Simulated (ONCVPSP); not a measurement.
Transferability test, ONCV potential for tin (Sn)

| Item | Value |
| --- | --- |
| Element | Sn (Z = 50) |
| Generator | ONCVPSP 4.0.1 |
| Type | optimised norm-conserving Vanderbilt (ONCV) |
| Functional | PBE |
| Relativity | scalar-relativistic |
| Frozen core | [Kr] 4d10 |
| Valence charge | 4 |
| Reference configuration | 5s1 5p3 |
| Partial waves | 5s: rc 2.05 bohr, ncon 3, nbas 7, qcut 2.6 1/bohr, 1 projector; 5p: rc 2.35 bohr, ncon 3, nbas 6, qcut 4 1/bohr, 1 projector; d scattering state at 0.1 Ha: rc 2.00 bohr, ncon 3, nbas 8, qcut 4.8 1/bohr, 3 projectors, debl 2.4 Ha |
| Local potential | polynomial inside 1.95 bohr (lpopt 5, dvloc0 0 Ha) |
| Core correction | none |

Energies are relative to the spin-unpolarised reference configuration 5s1 5p3; without spin polarisation the order of configurations can differ from experiment.

(1) Give the all-electron excitation energy and the error of the potential for: 5s2 5p2; 5s2 5p1; 5s2 5p0; 5s1 5p2.

Levels in the configuration 5s2 5p1:

```json
{"level": "5s", "all-electron (eV)": "-17.812", "pseudo (eV)": "-17.788"}
{"level": "5p", "all-electron (eV)": "-10.256", "pseudo (eV)": "-10.189"}
```

Note: ghosts flagged at negative energy: d at -27.2 eV; GHOST(+) flagged for s at 1.04 eV. A true bound ghost makes a file unfit for plane-wave use.

Results:

(1)

```json
{"valence configuration": "5s2 5p2", "charge": "0", "ΔE all-electron (eV)": "-6.978", "error AE − PS (meV)": "+17"}
{"valence configuration": "5s2 5p1", "charge": "+1", "ΔE all-electron (eV)": "-0.103", "error AE − PS (meV)": "+51"}
{"valence configuration": "5s2 5p0", "charge": "+2", "ΔE all-electron (eV)": "13.849", "error AE − PS (meV)": "+192"}
{"valence configuration": "5s1 5p2", "charge": "+1", "ΔE all-electron (eV)": "7.546", "error AE − PS (meV)": "+9.9"}
```
